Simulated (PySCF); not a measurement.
Record of a relaxation.

SnH2Me(NHiPr), C4H13NSn.
Bonds: Sn1–C4, Sn1–N8, N8–C9, C9–C10, C9–C11. Hydrogens: H2, H3 on Sn1; H5, H6, H7 on C4; H12 on N8; H13 on C9; H14, H15, H16 on C10; H17, H18, H19 on C11.

Computed by this run: PySCF 2.14.0, PBE0-D3(BJ)/def2-SVP geometry optimisation, gas phase, def2 core potentials past Kr; density fitting, grid level 1; the optimiser is geomeTRIC in internal coordinates, started from a GFN2-xTB structure with every atom displaced at random (about 0.03 Å). 4 of its 10 geometries are shown. The frame can shift and turn from step to step; on so coarse a grid that alone can change the energy by a few meV, and forces under 0.02 eV/Å are noise.

Step 0: E = -11669.4397 eV, largest atomic force 5.503 eV/Å
```
atom  x, y, z in Å  |  force x, y, z in eV/Å
Sn1     0.421    1.477    0.311   -1.638   2.232   0.589
H2      0.491    1.536    1.992   -0.041  -0.097   0.633
H3      1.867    1.572   -0.312    2.361   0.064  -0.890
C4     -0.705    3.218   -0.438   -3.896  -3.812   0.757
H5     -0.317    4.126   -0.236    1.869   3.472   0.837
H6     -1.800    3.242    0.022    2.059  -0.200  -0.654
H7     -0.892    3.120   -1.501    0.195  -0.138  -0.630
N8     -0.485   -0.041   -0.562   -2.413  -1.194   0.109
C9     -0.176   -1.428   -0.278   -0.854  -0.918  -2.578
C10    -0.515   -1.952    1.097   -0.516  -0.360  -0.889
C11     1.276   -1.662   -0.613    0.007   1.255  -0.328
H12    -1.523    0.028   -0.476    0.944   0.356  -0.184
H13    -0.844   -1.995   -1.090    1.313   0.550   1.551
H14     0.034   -1.391    1.821    0.837   0.364   0.988
H15    -0.298   -3.037    1.159   -0.118   0.316   0.219
H16    -1.563   -1.747    1.307   -0.511  -0.248   0.142
H17     1.916   -1.141    0.120    0.109  -0.211   0.115
H18     1.512   -2.696   -0.644    0.464  -1.423   0.198
H19     1.538   -1.236   -1.595   -0.171  -0.010   0.017
```

Step 3: E = -11670.3125 eV, largest atomic force 0.093 eV/Å
```
atom  x, y, z in Å  |  force x, y, z in eV/Å
Sn1     0.403    1.549    0.253    0.011   0.013  -0.012
H2      0.489    1.495    1.976    0.007  -0.011   0.024
H3      1.986    1.613   -0.391    0.063   0.012  -0.015
C4     -0.785    3.208   -0.398   -0.071   0.053   0.007
H5     -0.297    4.162   -0.149   -0.015  -0.035  -0.006
H6     -1.774    3.180    0.085    0.036   0.015  -0.015
H7     -0.919    3.146   -1.487    0.003   0.014   0.004
N8     -0.545   -0.059   -0.603   -0.036  -0.061   0.060
C9     -0.181   -1.442   -0.330   -0.025   0.010  -0.019
C10    -0.543   -1.915    1.077   -0.005   0.000   0.015
C11     1.294   -1.668   -0.623   -0.001  -0.014  -0.003
H12    -1.554    0.061   -0.533    0.004  -0.004  -0.024
H13    -0.753   -2.067   -1.045    0.027   0.002   0.003
H14     0.011   -1.338    1.837   -0.002  -0.005  -0.009
H15    -0.307   -2.982    1.226   -0.004   0.004  -0.013
H16    -1.619   -1.779    1.274    0.001   0.002  -0.001
H17     1.932   -1.127    0.097   -0.001   0.006   0.005
H18     1.553   -2.734   -0.550    0.003   0.009   0.002
H19     1.546   -1.310   -1.632    0.004  -0.009  -0.003
```

Step 6: E = -11670.3183 eV, largest atomic force 0.072 eV/Å
```
atom  x, y, z in Å  |  force x, y, z in eV/Å
Sn1     0.441    1.560    0.160   -0.010  -0.030   0.018
H2      0.667    1.479    1.873    0.003   0.007  -0.016
H3      1.981    1.672   -0.595   -0.044   0.002  -0.004
C4     -0.831    3.211   -0.361    0.061  -0.037   0.000
H5     -0.327    4.157   -0.126    0.006   0.041   0.009
H6     -1.772    3.164    0.204   -0.024  -0.010   0.002
H7     -1.049    3.182   -1.437   -0.016  -0.010  -0.003
N8     -0.535   -0.073   -0.614    0.020   0.030  -0.017
C9     -0.167   -1.450   -0.333    0.008  -0.022   0.020
C10    -0.591   -1.931    1.055    0.000  -0.013  -0.017
C11     1.324   -1.657   -0.552   -0.001   0.013   0.012
H12    -1.544    0.048   -0.555    0.001   0.015  -0.006
H13    -0.691   -2.085   -1.075   -0.002   0.004  -0.008
H14    -0.071   -1.359    1.841    0.002   0.009   0.007
H15    -0.361   -2.999    1.203   -0.001  -0.002   0.007
H16    -1.674   -1.798    1.202   -0.001   0.004   0.003
H17     1.916   -1.095    0.193    0.001   0.002  -0.007
H18     1.597   -2.718   -0.446   -0.001  -0.006   0.001
H19     1.624   -1.315   -1.553   -0.002   0.004  -0.001
```

Step 9: E = -11670.3213 eV, largest atomic force 0.026 eV/Å
```
atom  x, y, z in Å  |  force x, y, z in eV/Å
Sn1     0.468    1.556    0.103    0.004   0.015   0.012
H2      0.801    1.455    1.796    0.004  -0.006   0.002
H3      1.949    1.714   -0.750    0.008   0.000  -0.005
C4     -0.857    3.192   -0.311   -0.022   0.014   0.006
H5     -0.363    4.149   -0.090   -0.004  -0.013  -0.004
H6     -1.764    3.113    0.305    0.007   0.001  -0.001
H7     -1.143    3.176   -1.372    0.007   0.001   0.000
N8     -0.517   -0.079   -0.643    0.006  -0.016  -0.020
C9     -0.153   -1.453   -0.341   -0.009   0.005   0.011
C10    -0.624   -1.922    1.034    0.001   0.007   0.004
C11     1.347   -1.650   -0.505    0.000  -0.004  -0.008
H12    -1.526    0.049   -0.596   -0.002   0.001  -0.001
H13    -0.645   -2.096   -1.098   -0.003   0.000   0.004
H14    -0.132   -1.340    1.832    0.000  -0.003  -0.002
H15    -0.401   -2.988    1.203    0.002   0.001  -0.001
H16    -1.712   -1.786    1.143    0.001  -0.003  -0.001
H17     1.908   -1.069    0.249    0.000  -0.001   0.003
H18     1.625   -2.705   -0.372    0.000   0.002   0.000
H19     1.677   -1.322   -1.502    0.000   0.000   0.000
```

**Question.** Summarise the path.

**Answer.** The energy falls by 0.8816 eV from step 0 to step 9; nine tenths of that is first reached at step 1. It falls at every step. The largest force goes from 5.503 to 0.026 eV/Å. Among the bonds Sn1–H3 changes most, from 1.578 to 1.716 Å; the atoms move by 0.229 Å rms after alignment.

**Question.** Follow the three bonds and two angles with the largest change from start to end.

**Answer.** 
| step | E above end (eV) | largest force (eV/Å) | Sn1–H3 (Å) | C4–H5 (Å) | C4–H6 (Å) | Sn1–C4–H5 (°) | H6–C4–H7 (°) |
| --- | --- | --- | --- | --- | --- | --- | --- |
| 0 | 0.8816 | 5.503 | 1.578 | 1.009 | 1.187 | 116.5 | 102.9 |
| 1 | 0.0715 | 0.715 | 1.766 | 1.098 | 1.101 | 113.7 | 106.0 |
| 2 | 0.0161 | 0.290 | 1.731 | 1.102 | 1.098 | 112.1 | 107.7 |
| 3 | 0.0089 | 0.093 | 1.711 | 1.100 | 1.101 | 110.9 | 108.9 |
| 4 | 0.0072 | 0.057 | 1.712 | 1.099 | 1.099 | 110.5 | 109.2 |
| 5 | 0.0053 | 0.076 | 1.716 | 1.098 | 1.098 | 110.1 | 109.4 |
| 6 | 0.0031 | 0.072 | 1.719 | 1.098 | 1.098 | 109.8 | 109.4 |
| 7 | 0.0012 | 0.046 | 1.719 | 1.099 | 1.099 | 109.8 | 109.2 |
| 8 | 0.0004 | 0.036 | 1.717 | 1.099 | 1.099 | 110.1 | 109.1 |
| 9 | 0.0000 | 0.026 | 1.716 | 1.099 | 1.099 | 110.3 | 109.0 |

What follows is the cost of the whole optimisation. The run took 5.6 min of wall time on an AMD EPYC with one thread, shared host with 64 logical CPUs at a one-minute load of 57, and the process peaked at 0.67 GiB of memory.
